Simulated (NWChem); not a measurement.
System: CH₅ClFNSi; SMILES CN[Si@H](F)Cl

```xyz
10

C     -0.6130     2.5270     0.0578
N     -0.8036     1.0945    -0.1028
Si     0.3607    -0.1057     0.2580
F      1.4753    -0.3543    -0.9172
Cl    -0.6440    -1.9037     0.4583
H      0.2429     2.7169     0.7380
H     -0.3938     3.0553    -0.8980
H     -1.5026     3.0088     0.5181
H     -1.6295     0.8213    -0.6405
H      1.1251     0.2675     1.4816
```
Atoms are numbered in this order, from 1.

Results from NWChem. Pople sets run with spherical d functions. Geometry: optimised at PBE-D3(BJ)/def2-SVP. Level: PBE0/6-31G* with SMD (1 M gas to 1 M solution), gas-phase geometry. Reactions with the solvent are ignored.

### Question
Order these by “cavity-dispersion-structure term (kcal/mol)”, lowest first: dimethyl sulfoxide; water; anisole.

### Answer
anisole (-0.4), dimethyl sulfoxide (1.0), water (3.3)
